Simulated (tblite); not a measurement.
Species: C₃H₁₁OSSi (charge +1).
SMILES with atom numbers: `[CH3:1][S+:2]([CH3:3])[CH2:4][O:5][SiH3:6]` (hydrogens: H7, H8, H9 on C1; H10, H11, H12 on C3; H13, H14 on C4; H15, H16, H17 on Si6)

Computed with GFN2-xTB (tblite), gas phase: Langevin dynamics at 600 K from the optimised GFN2-xTB geometry, time step 0.5 fs, friction 0.01 fs⁻¹, 2000 steps. The instantaneous temperature is 2·E(kin)/(3Nk) with all 3N coordinates.

| t (fs) | T (K) | E(pot) above start (eV) | C1–S2 (Å) | S2–C3 (Å) | S2–C4 (Å) | C4–O5 (Å) | O5–Si6 (Å) | C1–H7 (Å) | C1–S2–C4–O5 (°) |
| --- | --- | --- | --- | --- | --- | --- | --- | --- | --- |
| 0 | 518 | 0.000 | 1.811 | 1.807 | 1.897 | 1.338 | 1.680 | 1.087 | -161 |
| 50 | 553 | 0.825 | 1.777 | 1.759 | 1.840 | 1.355 | 1.684 | 1.146 | -171 |
| 100 | 611 | 0.871 | 1.771 | 1.737 | 1.839 | 1.408 | 1.676 | 1.121 | 167 |
| 150 | 766 | 1.272 | 1.791 | 1.770 | 1.874 | 1.339 | 1.619 | 1.078 | 161 |
| 200 | 561 | 1.113 | 1.841 | 1.814 | 2.263 | 1.291 | 1.684 | 1.110 | 163 |
| 250 | 590 | 0.907 | 1.855 | 1.884 | 1.881 | 1.395 | 1.645 | 1.142 | 165 |
| 300 | 486 | 1.243 | 1.796 | 1.873 | 1.823 | 1.322 | 1.865 | 1.047 | 180 |
| 350 | 500 | 1.051 | 1.808 | 1.923 | 1.822 | 1.407 | 1.802 | 1.087 | -173 |
| 400 | 572 | 0.669 | 1.772 | 1.852 | 1.883 | 1.365 | 1.791 | 1.092 | -151 |
| 450 | 464 | 0.878 | 1.789 | 1.877 | 1.815 | 1.313 | 1.734 | 1.067 | -164 |
| 500 | 460 | 0.972 | 1.882 | 1.898 | 1.776 | 1.418 | 1.712 | 1.123 | -158 |
| 550 | 610 | 1.063 | 1.865 | 1.797 | 2.001 | 1.289 | 1.889 | 1.083 | -145 |
| 600 | 662 | 1.234 | 1.821 | 1.828 | 2.071 | 1.315 | 1.740 | 1.119 | -166 |
| 650 | 642 | 1.072 | 1.874 | 1.823 | 1.973 | 1.335 | 1.679 | 1.056 | -150 |
| 700 | 515 | 1.457 | 1.788 | 1.915 | 2.008 | 1.351 | 1.626 | 1.139 | -128 |
| 750 | 886 | 1.336 | 1.797 | 1.793 | 2.087 | 1.308 | 1.631 | 1.074 | -142 |
| 800 | 905 | 1.259 | 1.872 | 1.733 | 1.910 | 1.343 | 1.615 | 1.143 | -143 |
| 850 | 481 | 1.906 | 1.865 | 1.776 | 1.865 | 1.297 | 1.632 | 1.008 | -146 |
| 900 | 833 | 1.366 | 1.791 | 1.746 | 1.822 | 1.291 | 1.617 | 1.207 | -134 |
| 950 | 745 | 1.377 | 1.760 | 1.815 | 1.956 | 1.352 | 1.767 | 0.983 | -125 |
| 1000 | 454 | 1.981 | 1.838 | 1.886 | 2.089 | 1.256 | 1.834 | 1.213 | -128 |

**Question.** From 500 fs on, how do temperature and potential energy compare with equipartition?

**Answer.** The mean temperature of these 11 frames is 654 K against the target 600 K, and the mean potential energy 1.37 eV against 45 × kT/2 = 1.16 eV for 45 classical harmonic modes. For 17 atoms in a canonical ensemble the temperature itself scatters by T·√(2/(3N)) = 119 K; here its standard deviation is 161 K. The whole run lasts only 10 friction times of 100 fs, so these averages carry a wide statistical error.

**Question.** What are the kinetic and total energies of the listed frame with the highest potential energy?

**Answer.** The one at 1000 fs, 1.981 eV above the start. Its kinetic energy is 3NkT/2 = 0.997 eV at 454 K, so the sum is 2.98 eV; over the listed frames the sum runs from 1.14 to 3.28 eV, since the thermostat adds and removes energy.

**Question.** How much do the listed bonds fluctuate from 500 fs on?

**Answer.** 
```json
{"bond": "C1–S2", "at the start (Å)": "1.811", "mean (Å)": "1.832", "standard deviation (Å)": "0.041"}
{"bond": "S2–C3", "at the start (Å)": "1.807", "mean (Å)": "1.819", "standard deviation (Å)": "0.057"}
{"bond": "S2–C4", "at the start (Å)": "1.897", "mean (Å)": "1.960", "standard deviation (Å)": "0.102"}
{"bond": "C4–O5", "at the start (Å)": "1.338", "mean (Å)": "1.323", "standard deviation (Å)": "0.041"}
{"bond": "O5–Si6", "at the start (Å)": "1.680", "mean (Å)": "1.704", "standard deviation (Å)": "0.090"}
{"bond": "C1–H7", "at the start (Å)": "1.087", "mean (Å)": "1.105", "standard deviation (Å)": "0.070"}
```

The motion is classical and holds no zero-point motion.

What follows is the cost of the whole dynamics run. Hardware: one thread of an Arm Neoverse V2, no GPU, shared host with 32 logical CPUs at a one-minute load of 11. Cost: 10 s, 0.18 GiB resident at most.
